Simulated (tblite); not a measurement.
C₅H₆NOP.
Geometry (GFN2-xTB, Å), atoms numbered from 1 in this order:
```xyz
14
C5H6NOP angstrom
C      2.3913    0.4309   -0.0621
O      1.4556   -0.6154   -0.2340
C      0.1605   -0.2917   -0.0762
C     -0.7704   -1.3293   -0.2454
C     -2.1175   -1.1215   -0.1127
P     -2.8482    0.4179    0.2761
C     -1.3864    1.3503    0.3884
N     -0.1424    0.9586    0.2206
H      2.3409    0.8309    0.9531
H      3.3679   -0.0105   -0.2482
H      2.1981    1.2426   -0.7669
H     -0.3795   -2.3071   -0.4868
H     -2.7873   -1.9612   -0.2564
H     -1.4833    2.4051    0.6283
```

Computed values, GFN2-xTB/tblite, gas phase, harmonic and unscaled. Against measured fundamentals such values can be off by several per cent, at times by over 20. One conformer, not necessarily the lowest.

Harmonic wavenumbers (cm⁻¹): 97.0, 134.4, 174.1, 209.6, 326.8, 369.6, 406.1, 498.3, 545.3, 626.0, 740.3, 785.1, 805.4, 829.8, 835.3, 907.9, 952.7, 1052.0, 1123.2, 1142.1, 1152.0, 1229.0, 1278.2, 1355.3, 1363.2, 1397.9, 1443.7, 1466.6, 1481.1, 1544.7, 2964.6, 2979.9, 3002.1, 3033.2, 3035.3, 3076.6.

A = 4645, B = 1207, C = 963.8 MHz; mass 127.019 u (most abundant isotopes); point group Cs, symmetry number 1.

Question: What is the zero-point energy?

Answer: Half the sum of the wavenumbers: 22182 cm⁻¹ = 265.36 kJ/mol.

Question: Give the ideal-gas entropy at 400 K and 1 bar in the rigid-rotor, harmonic-oscillator model (classical rotation).

Answer: Translation 175.38, rotation 122.81, vibration 104.57: S = 402.8 J/(mol K).

Question: And Cp and H(400 K) − H(0)?

Answer: Cp = 157.09 J/(mol K), of which vibrations give 123.83 (their classical limit is 36 R = 299.3); H(400 K) − H(0) = 36.94 kJ/mol without the zero-point energy, 23.64 from vibrations.

Question: How do the functions run with temperature in this model?

Answer: 
| T (K) | S (J/(mol K)) | Cp (J/(mol K)) | H − H(0) (kJ/mol) | G − H(0) (kJ/mol) | ln q(vib) |
| --- | --- | --- | --- | --- | --- |
| 150 | 294.8 | 75.7 | 7.77 | -36.46 | 1.29 |
| 250 | 341.0 | 108.4 | 16.95 | -68.31 | 2.88 |
| 298.15 | 361.5 | 124.6 | 22.56 | -85.22 | 3.69 |
| 600 | 476.3 | 205.6 | 73.56 | -212.24 | 9.06 |
| 900 | 568.9 | 249.5 | 142.46 | -369.51 | 14.27 |

q(vib) and H(0) count from the zero-point level.

Question: Which modes carry the vibrational entropy at 400 K?

Answer: 97.0 cm⁻¹: 17.11; 134.4 cm⁻¹: 14.44; 174.1 cm⁻¹: 12.34; 209.6 cm⁻¹: 10.86; 326.8 cm⁻¹: 7.43; 369.6 cm⁻¹: 6.53 J/(mol K); the other 30 give 35.86 together.

Question: What must be added to the electronic energy to get the Gibbs energy at 400 K and 1 bar?

Answer: ZPE + [H(400 K) − H(0)] − T·S = 265.36 + 36.94 − 161.11 = 141.19 kJ/mol.

Question: Blend soft modes into free rotors: weight 1/[1 + (100 cm⁻¹/ν̃)⁴] for the oscillator and the rest for a rotor with moment μB/(μ + B), μ = h/(8π²ν), B = 10⁻⁴⁴ kg m². What vibrational entropy results?

Answer: 101.80 J/(mol K) in place of 104.57, which changes −T·S at 400 K by +1.11 kJ/mol.

Hindered rotation and anharmonicity are outside this model. Other conformers, if any are populated, would add a mixing term that is left out.

Time: 0.66 s. Hardware: one thread of an Arm Neoverse N1 (shared host). The figure is for the frequency step alone.
